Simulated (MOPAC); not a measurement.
Input file for MOPAC: PM3 on H10 chain, a point of a bond scan (R = 1.800 Å).

```
PM3 1SCF PRECISE CHARGE=0 THREADS=1
H10

H      0.00000000 1     0.00000000 1     0.00000000 1
H      0.00000000 1     0.00000000 1     1.80000000 1
H      0.00000000 1     0.00000000 1     3.60000000 1
H      0.00000000 1     0.00000000 1     5.40000000 1
H      0.00000000 1     0.00000000 1     7.20000000 1
H      0.00000000 1     0.00000000 1     9.00000000 1
H      0.00000000 1     0.00000000 1    10.80000000 1
H      0.00000000 1     0.00000000 1    12.60000000 1
H      0.00000000 1     0.00000000 1    14.40000000 1
H      0.00000000 1     0.00000000 1    16.20000000 1
```

It printed:

```
*******************************************************************************
 **                                                                           **
 **                              MOPAC v23.2.5                                **
 **                                                                           **
 *******************************************************************************
 ** MOPAC's Digital Object Identifier: https://doi.org/10.5281/zenodo.6511958 **
 **                                                                           **
 ** Please cite the open-source release paper for use of this MOPAC version:  **
 ** J. E. Moussa and J. J. P. Stewart (2026)                                  **
 ** MOPAC: An open-source semiempirical molecular orbital program             **
 ** J. Open Source Softw., 11(119), 8025, https://doi.org/10.21105/joss.08025 **
 *******************************************************************************

                              PM3 CALCULATION RESULTS

 *******************************************************************************
 *  PM3        - The PM3 Hamiltonian to be used
 *
 *
 *
 *                 CHARGE ON SYSTEM = 0
 *
 *
 *
 *  PRECISE    - TIGHTER CRITERIA TO BE USED
 *  1SCF       - DO 1 SCF AND THEN STOP
 *  THREADS=1  - MULTI-THREADING NOT USED
 *  T=         - A TIME OF 172800.0 SECONDS REQUESTED
 *  DUMP=N     - RESTART FILE WRITTEN EVERY 7200.0 SECONDS REQUESTED
 *******************************************************************************
PM3 1SCF PRECISE CHARGE=0 THREADS=1
 H10

   ATOM   CHEMICAL          X               Y               Z
  NUMBER   SYMBOL      (ANGSTROMS)     (ANGSTROMS)     (ANGSTROMS)

     1       H          0.00000000  *   0.00000000  *   0.00000000  *
     2       H          0.00000000  *   0.00000000  *   1.80000000  *
     3       H          0.00000000  *   0.00000000  *   3.60000000  *
     4       H          0.00000000  *   0.00000000  *   5.40000000  *
     5       H          0.00000000  *   0.00000000  *   7.20000000  *
     6       H          0.00000000  *   0.00000000  *   9.00000000  *
     7       H          0.00000000  *   0.00000000  *  10.80000000  *
     8       H          0.00000000  *   0.00000000  *  12.60000000  *
     9       H          0.00000000  *   0.00000000  *  14.40000000  *
    10       H          0.00000000  *   0.00000000  *  16.20000000  *



          CARTESIAN COORDINATES

    NO.       ATOM           X           Y           Z

     1         H          0.0000      0.0000      0.0000
     2         H          0.0000      0.0000      1.8000
     3         H          0.0000      0.0000      3.6000
     4         H          0.0000      0.0000      5.4000
     5         H          0.0000      0.0000      7.2000
     6         H          0.0000      0.0000      9.0000
     7         H          0.0000      0.0000     10.8000
     8         H          0.0000      0.0000     12.6000
     9         H          0.0000      0.0000     14.4000
    10         H          0.0000      0.0000     16.2000

  H: (PM3): J. J. P. STEWART, J. COMP. CHEM. 10, 209 (1989).

           Empirical Formula: H10  =    10 atoms



      MOLECULAR POINT GROUP   :   D*h


      RHF CALCULATION, NO. OF DOUBLY OCCUPIED LEVELS = 5


 -------------------------------------------------------------------------------
 PM3 1SCF PRECISE CHARGE=0 THREADS=1
 H10



     1SCF WAS SPECIFIED, SO BFGS WAS NOT USED
     SCF FIELD WAS ACHIEVED


                              PM3 CALCULATION
                                                       MOPAC v23.2.5 Linux




          FINAL HEAT OF FORMATION =        552.14457 KCAL/MOL =    2310.17287 KJ/MOL


          COSMO AREA              =        148.95 SQUARE ANGSTROMS
          COSMO VOLUME            =         86.83 CUBIC ANGSTROMS

          IONIZATION POTENTIAL    =          8.423542 EV
          HOMO LUMO ENERGIES (EV) =         -8.424 -2.389
          NO. OF FILLED LEVELS    =          5
          MOLECULAR WEIGHT        =         10.0790         POINT GROUP:  D*h

          MOLECULAR DIMENSIONS (Angstroms)

            Atom       Atom       Distance
            H    10    H     1    16.20000
            H    10    H     1     0.00000
            H     1    H     2     0.00000


          SCF CALCULATIONS        =          1





   ATOM   CHEMICAL          X               Y               Z
  NUMBER   SYMBOL      (ANGSTROMS)     (ANGSTROMS)     (ANGSTROMS)

     1       H          0.00000000  *   0.00000000  *   0.00000000  *
     2       H          0.00000000  *   0.00000000  *   1.80000000  *
     3       H          0.00000000  *   0.00000000  *   3.60000000  *
     4       H          0.00000000  *   0.00000000  *   5.40000000  *
     5       H          0.00000000  *   0.00000000  *   7.20000000  *
     6       H          0.00000000  *   0.00000000  *   9.00000000  *
     7       H          0.00000000  *   0.00000000  *  10.80000000  *
     8       H          0.00000000  *   0.00000000  *  12.60000000  *
     9       H          0.00000000  *   0.00000000  *  14.40000000  *
    10       H          0.00000000  *   0.00000000  *  16.20000000  *

                             CARTESIAN COORDINATES

   1    H        0.000000000     0.000000000     0.000000000
   2    H        0.000000000     0.000000000     1.800000000
   3    H        0.000000000     0.000000000     3.600000000
   4    H        0.000000000     0.000000000     5.400000000
   5    H        0.000000000     0.000000000     7.200000000
   6    H        0.000000000     0.000000000     9.000000000
   7    H        0.000000000     0.000000000    10.800000000
   8    H        0.000000000     0.000000000    12.600000000
   9    H        0.000000000     0.000000000    14.400000000
  10    H        0.000000000     0.000000000    16.200000000


           Empirical Formula: H10  =    10 atoms



      MOLECULAR POINT GROUP   :   D*h


                  EIGENVALUES
 -13.10278 -12.35356 -11.21127  -9.81646  -8.42354  -2.38885  -1.21083  -0.14518
   0.63523   1.10422


              NET ATOMIC CHARGES AND DIPOLE CONTRIBUTIONS

  ATOM NO.   TYPE          CHARGE      No. of ELECS.   s-Pop
    1          H          -0.010699        1.0107     1.01070
    2          H           0.009079        0.9909     0.99092
    3          H          -0.001511        1.0015     1.00151
    4          H           0.002606        0.9974     0.99739
    5          H           0.000526        0.9995     0.99947
    6          H           0.000526        0.9995     0.99947
    7          H           0.002606        0.9974     0.99739
    8          H          -0.001511        1.0015     1.00151
    9          H           0.009079        0.9909     0.99092
   10          H          -0.010699        1.0107     1.01070
 DIPOLE           X         Y         Z       TOTAL
 POINT-CHG.     0.000     0.000     0.000     0.000
 HYBRID         0.000     0.000     0.000     0.000
 SUM            0.000     0.000     0.000     0.000


          ATOMIC ORBITAL ELECTRON POPULATIONS

     Atom    s
    1  H   1.01070
    2  H   0.99092
    3  H   1.00151
    4  H   0.99739
    5  H   0.99947
    6  H   0.99947
    7  H   0.99739
    8  H   1.00151
    9  H   0.99092
   10  H   1.01070

 **********************
 *                    *
 * JOB ENDED NORMALLY *
 *                    *
 **********************




 == MOPAC DONE ==
```

The run finished.

Cost: around 0.03 core-seconds (rough).
